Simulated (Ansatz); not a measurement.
Job for Ansatz (a first-principles code): U-CCSD(T)/cc-pVDZ on C2H5B (SMILES BC=C), a point of a bond scan (R = 1.194 Å).

Ansatz 0.2 input:
```yaml
crystal:
  periodic: [false, false, false]
  atoms:
    - {symbol: B, position_ang: [-0.19234175, 0.13481091, 1.34229151]}
    - {symbol: H, position_ang: [-0.50441493, 1.28521043, 1.41149558]}
    - {symbol: H, position_ang: [-0.13703202, -0.51541306, 2.34021942]}
    - {symbol: C, position_ang: [0.12716890, -0.46653708, -0.03328683]}
    - {symbol: C, position_ang: [0.06087359, 0.27672265, -1.14769155]}
    - {symbol: H, position_ang: [0.41541955, -1.50959045, -0.14140796]}
    - {symbol: H, position_ang: [0.30253480, -0.15815417, -2.23326375]}
    - {symbol: H, position_ang: [-0.22108437, 1.32324500, -1.10131893]}
basis:
  gaussian:
    orbitals: cc-pVDZ
correlation: {method: ccsd_t, electrons: outside_noble_gas}
scf: {omitted_lower_state_checks: [cluster_reference]}
magnetization: {spin_polarized: true, initial_magnetization: 0}
```

The log:

```
WARN ansatz: RAYON_NUM_THREADS=1 ignored (pool sized by the plan → 1); use --threads N
Functional definition: HF
these checks for a lower state are left out or cut short: cluster_reference
integrals: 0.06 GiB planned
609 factors; integrals over basis functions are off by at most 1.3e-3 eV
mean field: 0.14 GiB planned
mean field evaluation 1: about -2808.9784 eV, gradient 1.6e1 eV
mean field evaluation 2: about -2809.0914 eV, gradient 1.6e1 eV
mean field evaluation 4: about -2810.6797 eV, gradient 1.9e0 eV
mean field evaluation 8: about -2810.7040 eV, gradient 7.2e-2 eV
mean field evaluation 16: about -2810.6847 eV, gradient 6.7e-1 eV
mean field evaluation 32: about -2810.7011 eV, gradient 1.1e-1 eV
mean field -2810.70459092 eV, -103.2914885522 hartree, gradient 1.9e-6 eV, S^2 0.026155; 3 other end points of the search recorded, 0 dependent functions left out
3 core orbitals not correlated
reference -2810.70459092 eV, -103.2914885522 hartree; 8, 8 occupied and 56, 56 virtual orbitals, 609 factors
second order -9.51529122 eV of doubles, -0.00000000 eV of singles
coupled cluster: 0.22 GiB planned
cycle   1  -10.26409936 eV  change   -7.5e-1 eV  update   7.7e-2
cycle   2  -10.62248326 eV  change   -3.6e-1 eV  update   2.8e-2
cycle   3  -10.68461289 eV  change   -6.2e-2 eV  update   1.4e-2
cycle   4  -10.68751391 eV  change   -2.9e-3 eV  update   8.2e-3
cycle   5  -10.68893596 eV  change   -1.4e-3 eV  update   4.0e-3
cycle   6  -10.68939543 eV  change   -4.6e-4 eV  update   1.6e-3
cycle   7  -10.68978278 eV  change   -3.9e-4 eV  update   4.5e-4
cycle   8  -10.68976971 eV  change    1.3e-5 eV  update   1.3e-4
cycle   9  -10.68972646 eV  change    4.3e-5 eV  update   4.8e-5
cycle  10  -10.68972944 eV  change   -3.0e-6 eV  update   1.8e-5
coupled cluster: 0.23 GiB planned
perturbative correction -0.36074090 eV, -0.0132569834 hartree
Total energy: -2821.75506125 eV, -103.6975858467 hartree
Checks for a lower state left out: cluster_reference
```

The run converged.

Cost: about 6 core-seconds (a rough figure).
